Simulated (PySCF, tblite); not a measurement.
Dissociation curve of SiN, doublet. Each curve is given relative to its own lowest point near equilibrium.

```csv
R / Å,A,B,C,D
1.24,6.093,10.311,6.230,6.120
1.32,3.114,4.591,3.327,3.233
1.40,1.304,1.655,1.553,1.479
1.48,0.351,0.356,0.558,0.508
1.52,0.119,0.091,0.272,0.237
1.56,0.009,0.000,0.096,0.076
1.61,0.000,0.064,0.000,0.000
1.66,0.089,0.265,0.521,0.036
1.73,0.310,0.674,—,0.228
1.82,0.656,1.255,—,0.642
```

Energies in eV.

Question: Assign the columns to these levels of theory: GFN2-xTB, 300 K electronic temperature in tblite; restricted open-shell LDA (SVWN5)/6-31G (PySCF); restricted open-shell M06-2X/6-31G (PySCF 2.14.0); MP2 on UHF/6-31G, 6 core orbitals frozen run with PySCF.

Answer: A is UMP2; B is GFN2-xTB; C is ROKS-LDA (SVWN5); D is ROKS-M06-2X.

A dash means that the run gave no value there, or that the column was ended at a point which the program doubted or which failed a test of continuity chosen for this set; such a test can also cut sound points.

The scan ran from 1.24 to 6.29 Å; beyond the distances shown one of the unrestricted levels run for this scan, shown here or not, changes its spin distribution in one step. The unrestricted determinant behind UMP2 is spin-contaminated at 1.40 to 1.82 Å (<S²> up to 2.1, against 0.75 for a pure doublet).
